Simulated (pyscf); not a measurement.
This saddle point was located with ωB97X-D3(BJ)/def2-SVP in PySCF.

```xyz
6

Te     0.0729     2.2622    -0.1330
H      1.2746     0.6382    -0.7060
H      0.8373     2.0672     1.3260
Ge     0.0962    -0.4633    -0.4840
Cl    -1.4640    -0.5091    -1.9802
Cl    -0.7299    -1.1467     1.3890
```

Surface: singlet, charge 0. Lowest wavenumbers (cm⁻¹): 1080i, 70, 93, 150, 221.

Task: Name the species on either side of this saddle.

Result: TeH₂ (SMILES [TeH2]) + Cl–Ge:–Cl (SMILES [Cl][Ge][Cl]) [singlet] <-> Cl–GeH(Cl)–TeH (SMILES [Cl][GeH]([Cl])[TeH]), an insertion read from left to right: H–Te broken and Ge–Te, Ge–H formed. At ωB97M-D3(BJ)/def2-TZVP it lies +114.0 kJ/mol from the left side and +207.2 kJ/mol from the right (each side as separated species at their lowest minima found). On the reactant side the descent ends in an adduct with a Ge–Te contact, 62.3 kJ/mol under the separated species and 147.7 kJ/mol under the saddle at ωB97X-D3(BJ)/def2-TZVP. What is counted as formed (Ge–Te) is already present as a longer contact in the reactant adduct; forming that adduct is a step of its own. At ωB97X-D3(BJ) the barrier from the zero used here is 85.4 kJ/mol. This is the saddle that the search found; another between the same sides may lie lower. Elements up to Kr have no core potential and no relativistic terms here. Elements past Kr carry the def2 core potentials, without spin-orbit coupling.
